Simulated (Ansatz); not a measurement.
ZnBr2. Total charge 0; triplet. Geometry PBE0-D4/def2-TZVP, that of the neutral singlet; atoms count from 1.

```tsv
atom	x (Å)	y (Å)	z (Å)
Zn1	0.000	-0.002	-0.002
Br2	1.843	0.977	-0.773
Br3	-1.843	-0.975	0.776
```

At PBE0-D4/def2-TZVP a singlet of charge 0 lies 5.18 eV below the triplet at the same geometry.

**Question.** Estimate the Mulliken populations from the PBE0/def2-TZVP orbitals of Ansatz.

**Answer.** 
| atom | charge (e) | spin (α − β) | d electrons |
| --- | --- | --- | --- |
| Zn1 | 0.06 | 0.81 | 10.06 |
| Br2 | -0.03 | 0.59 | – |
| Br3 | -0.03 | 0.59 | – |
Mulliken values and Mayer orders depend strongly on the basis.

**Question.** Where does the spin sit?

**Answer.** Summed by element: Zn 0.81, Br 1.19, of 2 unpaired in all. Largest on single atoms: Zn1 0.81, Br2 0.59, Br3 0.59.

**Question.** And the Mayer bond orders between bonded heavy atoms (over 0.3)?

**Answer.** Zn1–Br2 0.70 (2.22 Å); Zn1–Br3 0.70 (2.22 Å). Values over 0.3 also appear between atoms too far apart for a bond (Br2–Br3 0.45 at 4.45 Å); they arise where an orbital or an unpaired electron spreads over both atoms.
